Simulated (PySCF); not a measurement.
Electron correlation in Nb⁺ (niobium, charge +1)

[Kr] 4d3 5s1, high-spin 5F determinant (an excited configuration). Computed with PySCF 2.14 in x2c-TZVPPall, with scalar relativity by spin-free X2C-1e. Frozen: [Kr]; 4 electrons correlated.

| level | correlation energy (mhartree) |
| --- | --- |
| CCSD | -32.95 |
| (T) | -0.44 |
| CCSD(T) | -33.39 |

Diagnostics: T1 = 0.0046, D1 = 0.0115, largest double amplitude 0.022.

Cost of the coupled-cluster step: roughly 4 core-seconds, for 4 correlated electrons.
